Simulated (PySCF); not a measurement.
Fill in the blanks.

Diisopropyl ether, C6H14O.
InChI=1S/C6H14O/c1-5(2)7-6(3)4/h5-6H,1-4H3

Conformer (atom-mapped SMILES and torsion angles): `[CH3:1][CH:2]([CH3:3])[O:4][CH:5]([CH3:6])[CH3:7]`: C1–C2–O4–C5 -84°, C2–O4–C5–C6 153°.

```csv
property,level,value
point group,PBE0-D3(BJ)/def2-SVP,C2
"rotational constants A, B, C",PBE0-D3(BJ)/def2-SVP,"4.097, 1.568, 1.386 GHz"
dipole moment,CAM-B3LYP/def2-SVPD,1.27 D
HOMO energy,CAM-B3LYP/def2-SVPD,?
LUMO energy,CAM-B3LYP/def2-SVPD,1.33 eV
lowest singlet excitation,TDDFT CAM-B3LYP/def2-SVPD,?
strongest line among the 10 lowest singlet transitions,TDDFT CAM-B3LYP/def2-SVPD,?
lowest triplet excitation (Tamm–Dancoff),TDA CAM-B3LYP/def2-SVPD,7.06 eV
static isotropic polarisability,CAM-B3LYP/def2-SVPD,80.5 au
vertical ionisation energy,ΔSCF CAM-B3LYP/def2-SVPD,9.33 eV
electronic spatial extent ⟨r²⟩ about the centre of nuclear charge,CAM-B3LYP/def2-SVPD,?
13C chemical shifts (computed TMS as zero) by class,GIAO KT3/pcSseg-1,"69.0 (2 C), 22.8 (4 C) ppm"
1H chemical shifts (computed TMS as zero) by class,GIAO KT3/pcSseg-1,"3.39 (2 H), 1.05 (12 H) ppm"
"isotropic shieldings of nuclei other than C and H, by class",GIAO KT3/pcSseg-1,226 (1 O) ppm
largest of the computed one-bond spin–spin couplings (means over like bonds),"B3LYP/pcJ-1, spin–dipole term left out",?
core binding energies,"ΔSCF SCAN, pcX-2 on the ionised atom, pcseg-1 elsewhere, spin-free X2C",?
```

Gas-phase values; electronic properties from PySCF, density fitting. Geometry: PBE0-D3(BJ)/def2-SVP, one conformer, isolated molecule. NMR classes are plain means over equivalent atoms (diastereotopic ones count apart unless rotation or inversion swaps them), as if these changed places fast; in this geometry the members of some classes differ.

Q: Give the electronic spatial extent ⟨r²⟩ about the centre of nuclear charge.

A: 1012 bohr².

Q: The HOMO energy?

A: -8.66 eV.

Q: What are the largest of the computed one-bond spin–spin couplings (means over like bonds)?

A: 13C–1H +139.4 (×2), 13C–1H +132.5 (×12), 13C–13C +41.7 (×4), 17O–13C +23.1 (×2) Hz.

Q: Give the strongest line among the 10 lowest singlet transitions.

A: S6 at 8.95 eV (139 nm, f = 0.052).

Q: Give the core binding energies.

A: C1s 290.4 (×4), C1s 291.8 (×2), O1s 537.6 eV.

Q: The lowest singlet excitation?

A: 7.17 eV (173 nm, f = 0.007).

The vertical singlet–triplet gap S1 − T1 is 0.11 eV (TDDFT singlet less Tamm–Dancoff triplet; S1: HOMO→LUMO, weight 0.93; T1: HOMO→LUMO, weight 0.90). In wavenumbers S1 is 57800 cm⁻¹ (1 eV = 8065.54 cm⁻¹). The dipole equals about 4.2 × 10⁻³⁰ C·m (1 D = 3.33564 × 10⁻³⁰ C·m). The polarisability is 11.92 Å³ as a volume (1 au = 0.148185 Å³), or 1.39 au for each of the 58 electrons. The principal polarisabilities are 73.3, 78.4 and 89.7 au; their mean is the isotropic value.
